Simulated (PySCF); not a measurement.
Job file and geometry (Å, from GFN2-xTB) of an NMR shielding run on `CCCC[C@H]1C[S][AlH][S]1`, C$_{6}$H$_{13}$AlS$_{2}$, GIAO PBE0/pcSseg-1 NMR shielding, non-relativistic, gas phase (PySCF 2.14.0, density-fitted response routines); density fitting, a coarse starting grid and PySCF grid level 2 are the driver's defaults:

```
$ OMP_NUM_THREADS=1 python probes_run.py task.json out

{"job": {"kind": "nmr", "xc": "PBE0", "basis": "pcSseg-1"}, "charge": 0, "multiplicity": 1}
C      3.242715    -0.052709     0.911209
C      2.177912     0.131389    -0.163141
C      0.810937    -0.363056     0.306273
C     -0.252266    -0.177319    -0.774579
C     -1.602181    -0.790548    -0.424146
C     -2.248770    -0.220194     0.837548
S     -2.608128     1.594565     0.787444
Al    -3.103928     1.453230    -1.351627
S     -2.742122    -0.650354    -1.887603
H      3.346985    -1.104184     1.169866
H      2.977015     0.497170     1.811371
H      4.205338     0.310593     0.559680
H      2.472183    -0.413908    -1.062488
H      2.107127     1.189340    -0.424842
H      0.529041     0.189711     1.203826
H      0.879302    -1.422116     0.566418
H     -0.395685     0.899728    -0.967784
H      0.095139    -0.629713    -1.706140
H     -1.488040    -1.867949    -0.272903
H     -3.188715    -0.736011     1.037520
H     -1.587085    -0.367308     1.690929
H     -3.637183     2.549030    -2.248465
```

Question: Write the output of this run.

Answer: 
```
coarse grid: 19448 points
cycle   1  E = -1274.4892537963  dE =  8.277e-01  |g| = 4.441e-01  |ddm| = 4.257e+00
cycle   2  E = -1274.4833610120  dE =  5.893e-03  |g| = 4.939e-01  |ddm| = 1.057e+00
cycle   3  E = -1274.5501173745  dE = -6.676e-02  |g| = 4.297e-02  |ddm| = 5.620e-01
cycle   4  E = -1274.5504291730  dE = -3.118e-04  |g| = 2.416e-02  |ddm| = 6.904e-02
cycle   5  E = -1274.5505661990  dE = -1.370e-04  |g| = 7.016e-03  |ddm| = 3.204e-02
cycle   6  E = -1274.5505787714  dE = -1.257e-05  |g| = 2.401e-03  |ddm| = 1.301e-02
cycle   7  E = -1274.5505804112  dE = -1.640e-06  |g| = 4.420e-04  |ddm| = 3.748e-03
final grid: 172472 points
cycle   8  E = -1274.6089607937  dE = -5.421e-05  |g| = 1.118e-02  |ddm| = 3.871e-02
cycle   9  E = -1274.6089346215  dE =  2.617e-05  |g| = 1.490e-02  |ddm| = 2.583e-02
cycle  10  E = -1274.6089920018  dE = -5.738e-05  |g| = 1.582e-03  |ddm| = 1.718e-02
cycle  11  E = -1274.6089926774  dE = -6.756e-07  |g| = 2.683e-04  |ddm| = 2.218e-03
cycle  12  E = -1274.6089926949  dE = -1.759e-08  |g| = 6.486e-05  |ddm| = 3.195e-04
cycle  13  E = -1274.6089926959  dE = -1.012e-09  |g| = 2.398e-05  |ddm| = 9.888e-05
cycle  14  E = -1274.6089926961  dE = -1.417e-10  |g| = 3.882e-06  |ddm| = 2.650e-05
converged SCF energy = -1274.6089926961

GIAO shielding tensors (ppm)
atom      isotropic    diamagn.    paramagn.     s11        s22        s33       span
  0 C      169.814     244.567     -74.753    158.122    163.020    188.300     30.177
  1 C      158.795     246.893     -88.098    145.968    156.918    173.500     27.532
  2 C      151.142     251.115     -99.973    131.377    147.820    174.230     42.853
  3 C      139.685     250.731    -111.046    106.824    126.741    185.489     78.665
  4 C      132.972     249.143    -116.171    107.336    134.234    157.347     50.011
  5 C      144.521     251.314    -106.793    114.563    154.742    164.259     49.696
  6 S      632.715    1057.823    -425.108    519.364    636.003    742.778    223.414
  7 Al     297.750     796.307    -498.557    243.001    311.082    339.167     96.166
  8 S      501.890    1058.310    -556.420    355.282    481.505    668.883    313.601
  9 H       30.794      28.580       2.214     26.464     29.056     36.863     10.399
 10 H       30.782      28.935       1.847     26.181     29.625     36.540     10.359
 11 H       30.460      26.384       4.076     25.577     27.460     38.343     12.765
 12 H       30.472      31.662      -1.191     25.050     31.056     35.309     10.258
 13 H       30.500      31.988      -1.488     25.255     31.518     34.728      9.473
 14 H       30.567      34.772      -4.205     24.740     32.526     34.435      9.695
 15 H       30.853      34.666      -3.813     25.717     31.874     34.969      9.251
 16 H       30.173      34.941      -4.768     26.326     29.796     34.397      8.071
 17 H       29.986      34.078      -4.092     23.749     32.523     33.687      9.938
 18 H       28.199      32.783      -4.585     23.461     27.071     34.065     10.604
 19 H       28.575      30.984      -2.409     22.266     27.029     36.429     14.164
 20 H       28.276      32.498      -4.222     23.137     26.867     34.823     11.686
 21 H       26.486      27.936      -1.449     22.672     22.940     33.847     11.175
```

Size and cost of the density-fitted run: 239 basis functions, 110 s wall time on 1 thread of an Arm Neoverse N1, shared host; peak memory 1.1 GiB.
